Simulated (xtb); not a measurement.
Harmonic IR lines of one isomer of CHNOSi, unscaled. These are GFN2-xTB in xtb values and carry that method's errors.

wavenumber (cm⁻¹): 127 (w), 172 (w), 349 (w), 424 (vs), 590 (m), 729 (vs), 900 (vs), 2301 (m), 3534 (w)

Q: Name which structure gives these lines.
A. `N#C[Si]O` (lower singlet)
B. `N#C[Si]O` (excited triplet)
C. `[C-]#[N+][Si]O` (excited triplet)
D. `[C-]#[N+][Si]O` (lower singlet)

A: A, `N#C[Si]O` (lower singlet)
